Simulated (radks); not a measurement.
Species: K2+. Configuration: [Ne] 3s2 3p5 (the NIST ground configuration). All-electron calculation, scalar-relativistic Kohn-Sham, r2SCAN, spin-polarised, spherical densities, finite nucleus; open shells are filled with parallel spins first; meta-GGA in the generalised Kohn-Sham scheme; Fermi nuclear charge, rms radius 3.4349 fm; hard spherical wall at 3 bohr. Program: a radial shooting solver on a logarithmic mesh with Libxc functionals.

Local quantities along the radius. ELF = 1/(1 + alpha^2) is the electron localisation function; alpha = (tau - tau_W)/tau_unif compares the Pauli kinetic energy density with that of the uniform gas (summed over spins); r v_xc is r times the local exchange-correlation potential of spin up (hartree bohr, multiplicative part alone); s = |grad rho|/(2 (3 pi^2)^(1/3) rho^(4/3)) is the reduced gradient. tau is taken from the large components.

| r (bohr) | ELF | alpha | r v_xc | s |
|---|---|---|---|---|
| 0.005803 | 1.000 | 0.01401 | -0.1378 | 0.4270 |
| 0.00726 | 1.000 | 0.01500 | -0.1617 | 0.4283 |
| 0.00901 | 1.000 | 0.01635 | -0.1893 | 0.4327 |
| 0.01127 | 1.000 | 0.01832 | -0.2231 | 0.4408 |
| 0.0141 | 1.000 | 0.02119 | -0.2626 | 0.4530 |
| 0.01764 | 0.999 | 0.02546 | -0.3080 | 0.4702 |
| 0.02207 | 0.999 | 0.03209 | -0.3590 | 0.4937 |
| 0.02762 | 0.998 | 0.04291 | -0.4147 | 0.5253 |
| 0.03455 | 0.996 | 0.06172 | -0.4737 | 0.5673 |
| 0.04322 | 0.991 | 0.09694 | -0.5347 | 0.6223 |
| 0.05407 | 0.972 | 0.1685 | -0.5984 | 0.6919 |
| 0.06765 | 0.905 | 0.3247 | -0.6612 | 0.7706 |
| 0.08464 | 0.691 | 0.6684 | -0.6326 | 0.8297 |
| 0.105 | 0.386 | 1.262 | -0.5065 | 0.7935 |
| 0.1314 | 0.248 | 1.742 | -0.5954 | 0.5860 |
| 0.1644 | 0.340 | 1.393 | -0.6752 | 0.3524 |
| 0.2057 | 0.605 | 0.8083 | -0.8896 | 0.2939 |
| 0.2573 | 0.797 | 0.5049 | -0.9753 | 0.3774 |
| 0.3219 | 0.856 | 0.4097 | -1.028 | 0.5332 |
| 0.4028 | 0.809 | 0.4862 | -1.030 | 0.7585 |
| 0.5039 | 0.474 | 1.054 | -0.6498 | 1.020 |
| 0.6304 | 0.112 | 2.813 | -0.6563 | 0.8843 |
| 0.7887 | 0.226 | 1.849 | -0.8003 | 0.2906 |
| 0.9788 | 0.730 | 0.6075 | -1.083 | 0.2895 |
| 1.225 | 0.880 | 0.3694 | -1.112 | 0.5293 |
| 1.532 | 0.866 | 0.3927 | -1.099 | 0.8815 |
| 1.917 | 0.742 | 0.5900 | -0.9914 | 1.567 |
| 2.398 | 0.346 | 1.375 | -0.05611 | 3.987 |

On this mesh the ELF has minima near r = 0.13, 0.71 bohr, which separate the shells, and maxima near 0.32 (0.86), 1.4 (0.88).

Self-consistent cycle (total energy in hartree, residual of the potential): 1: -599.785284, 3e+00; 2: -600.408265, 2e+00; 3: -600.736090, 2e-01; 4: -600.739082, 3e-02; 5: -600.739414, 3e-03; 6: -600.739421, 2e-04; 7: -600.739421, 5e-05; 8: -600.739421, 5e-05; 9: -600.739420, 2e-05; 10: -600.739420, 5e-06; 11: -600.739420, 1e-06.
